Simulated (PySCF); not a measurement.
## Dipole response of Nb+ (niobium, charge +1)

[Kr] 4d4, high-spin 5D determinant. Calculation: PySCF 2.14, in ANO-RCC-VTZP (7s6p4d2f1g, 68 functions); scalar relativity by spin-free X2C-1e. Coupled (time-dependent) response in atomic units; α is the mean over directions. The basis has no added diffuse functions, which lowers α and C₆.

```tsv
method	mean α (bohr³)	α xx, yy, zz	C₆ (like pair)	S(−4)
UHF	21.41	18.67, 18.67, 26.90	132.7	391.8
PBE	28.72	32.35, 32.35, 21.47	182.1	771.6
PBE0	23.75	23.42, 23.42, 24.42	147.1	528.6
```

S(−4) is the Cauchy moment in α(ω) = α(0) + S(−4) ω² + …

Spin-orbit coupling is absent.

α(iu) at UHF:

| u (hartree) | α(iu) (bohr³) |
| --- | --- |
| 0 | 21.41 |
| 0.0500 | 20.50 |
| 0.100 | 18.41 |
| 0.200 | 14.25 |
| 0.300 | 11.56 |
| 0.500 | 8.526 |
| 0.750 | 6.296 |
| 1.00 | 4.801 |
| 1.50 | 2.988 |
| 2.00 | 2.005 |
| 3.00 | 1.062 |
| 5.00 | 0.4406 |

A single London oscillator, α(iu) = α/(1 + u²/ω²), gives C₆ = (3/4) ω α². Matching the computed C₆ needs ω = 4 × 132.7 / (3 × 21.41²) = 0.386 hartree.

For an ion, C₆ is the dispersion term alone; charge-induced terms of lower order in 1/R come first.

The components differ because the open shell of this determinant is not spherical; for a pure term their mean is the scalar polarisability.
